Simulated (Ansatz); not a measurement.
Consider the redistribution: `C[SiH2][AlH][F]` + `CB[SiH2]O` → `C[BH][AlH][F]` + `C[SiH2][SiH2]O`.

Isolated molecules relaxed with PBE0-D4/def2-TZVP in Ansatz; ΔE leaves out vibrations. CCSD(T)/CBS adds triple-zeta CCSD(T) − MP2 to the extrapolated MP2 energy (def2 sets, frozen cores). DFT in def2-TZVPP. HSE06 is defined as in plane-wave codes. Each species was taken in one conformer, which may not be the lowest.

```tsv
level	ΔE (eV)
HSE06	0.18
CCSD/def2-TZVPP	0.17
```

(1) What does CCSD(T)/CBS give? (Estimate.)

(2) What do rigid-rotor, harmonic-oscillator terms from PBE0-D4/def2-TZVP frequencies (298.15 K, 1 bar) make of the CCSD(T)/CBS value? (An estimate is asked.)

Largest T1 diagnostic among the species: 0.012.

Answers

(1) Computed: +0.17 eV. The listed levels differ from it by 0.01, 0.00 eV.

(2) Computed: ΔZPE = 0.00 eV, ΔH = +0.16 eV, ΔS = -8 J/(mol·K), ΔG = +0.19 eV. Modes under 50 cm⁻¹ make the entropy rough.

Leaving LDA and LC-ωPBE aside and taking each functional with its dispersion term where it has one, the values, not all of them listed here, spread over 0.04 eV, from ωB97M-V to B97M-V.
